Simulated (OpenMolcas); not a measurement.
Tc3+ among 8 point charges of -1.2 e arranged as a cube (Oh), 2.11 Å from the ion.

```
Program             : OpenMolcas 26.06
Method              : SS-CASPT2, IPEA 0.25 Eh, imaginary shift 0.1 Eh (closed shells correlated: 4s 4p)
Basis               : ANO-RCC-VDZP [6s5p3d1f]
Scalar Hamiltonian  : DKH2, point nucleus
Active space        : 4 electrons in 5 orbitals (4d)
State averaging     : 2S+1 = 5 even, 5 roots; 2S+1 = 3 even, 45 roots; 2S+1 = 1 even, 50 roots
Spin-orbit coupling : state interaction with AMFI integrals over the reference wave functions
```

Q: What is the spin-free ground state (labels of O, the rotations of Oh)?

A: 5T2, 3-fold in its orbital part, 100 % from free-ion D terms; it has the highest spin that d4 allows.

Q: Where is the first state of the same spin?

A: 5E at 5160 cm-1 above the ground state.

Q: What are the lowest two levels with spin-orbit coupling?

A: A 1-fold level A1, then a 3-fold level T1 220 cm-1 above it. Their leading multiplicities are 5 (98 %) and 5 (99 %).

Q: What is χT at 300 K, and how does it compare with the textbook value?

A: The lowest level has 2S+1 = 5, for which the spin-only value is χT = S(S+1) / 2 = 3.000 cm3 K/mol (g = 2). The computed 1.462 at 300 K differs by -1.538, through orbital momentum, spin-orbit coupling and any other state in reach. With a threefold ground state the orbital momentum is unquenched, so the spin-only value is not expected to hold.

Roots that are degenerate in the reference are averaged as groups; the widest CASPT2 spread within a group is 400 cm-1 (the 3-fold group of multiplicity 1 near 20100 cm-1 above the lowest state of its run). Shifts and gaps below about the spread of the groups concerned are not significant. An orbital triplet at a regular site is open to Jahn-Teller coupling, which can distort the site and quench the lowest spin-orbit gaps and is left out. Point charges give a weaker field than real ligands, and real ions of this kind are as a rule low spin; the high spin found here belongs to the model. Free-ion shares, where given, are those of the reference states; single-state CASPT2 does not remix them. Point charges carry no covalency, so the field is a model and not that of real ligands. No measured value stands beside these numbers.
